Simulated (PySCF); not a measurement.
```xyz
5

O      0.9805     0.5412     0.4758
B      0.0649    -0.2955    -0.0516
O     -1.1366     0.1691    -0.4480
H      1.7955     0.1002     0.7209
H     -1.7044    -0.5149    -0.8063
```

Charge 0, multiplicity 2.

Task: Give the Mulliken and meta-Löwdin atomic charges from PBE0-D4/def2-TZVP (PySCF 2.14.0).

Result: 
```tsv
atom	Mulliken (e)	meta-Löwdin (e)
O1	-0.37	-0.50
B2	0.04	0.26
O3	-0.37	-0.50
H4	0.35	0.37
H5	0.35	0.37
```
